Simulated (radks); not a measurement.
Sn IV, configuration [Kr] 4d10 5s1 (the NIST ground configuration). Method: Dirac Kohn-Sham, LDA (Slater exchange, Perdew-Wang correlation), spin-unpolarised, spherical densities, point nucleus; speed of light set to 274.072 atomic units (2 times the physical value, a model run); computed with a radial shooting solver on a logarithmic mesh with Libxc functionals. Some entries of the table are withheld. Estimate them.

orbital  occ.  eigenvalue (hartree)  <r> (bohr)
1s1/2       2             -1036.761         (1)
2s1/2       2             -154.7606      0.1300
2p1/2       2             -144.8722      0.1106
2p3/2       4             -142.8842      0.1119
3s1/2       2             -30.64688      0.3499
3p1/2       2             -26.57638      0.3406
3p3/2       4             -26.21557      0.3434
3d3/2       4             -18.72368      0.3143
3d5/2       6             -18.64372      0.3152
4s1/2       2              -5.70908      0.8410
4p1/2       2              -4.35257         (2)
4p3/2       4              -4.28700         (3)
4d3/2       4              -2.06556       1.074
4d5/2       6              -2.05563       1.077
5s1/2       1              -1.29987       2.162

Answer. 
(1) 1s1/2 <r> (bohr): 0.03012
(2) 4p1/2 <r> (bohr): 0.8894
(3) 4p3/2 <r> (bohr): 0.8967
